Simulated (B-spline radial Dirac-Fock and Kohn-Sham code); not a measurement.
X-ray form factors of europium in several charge states

These are calculated numbers from a B-spline atomic structure program; the model is Dirac-Fock densities.

Configurations: Eu⁴⁹⁺ [Ne] 3s2 3p2; Eu⁵¹⁺ [Ne] 3s2; Eu⁵²⁺ [Ne] 3s1; Eu⁵⁵⁺ [He] 2s2 2p4; Eu⁵⁶⁺ [He] 2s2 2p3. The first column is f₀ of Eu⁴⁹⁺, the others are differences from it.

```
s (Å⁻¹)   Eu⁴⁹⁺  Δ Eu⁵¹⁺  Δ Eu⁵²⁺  Δ Eu⁵⁵⁺  Δ Eu⁵⁶⁺
      0  14.000   -2.000   -3.000   -6.000   -7.000
    0.1  13.978   -1.992   -2.987   -5.982   -6.981
    0.2  13.912   -1.967   -2.950   -5.928   -6.925
    0.3  13.804   -1.925   -2.888   -5.839   -6.833
    0.4  13.655   -1.869   -2.803   -5.717   -6.707
    0.5  13.468   -1.799   -2.697   -5.564   -6.549
    0.7  12.993   -1.623   -2.432   -5.181   -6.151
    0.9  12.411   -1.413   -2.114   -4.718   -5.669
    1.1  11.755   -1.184   -1.768   -4.208   -5.135
    1.4  10.711   -0.840   -1.248   -3.426   -4.312
```
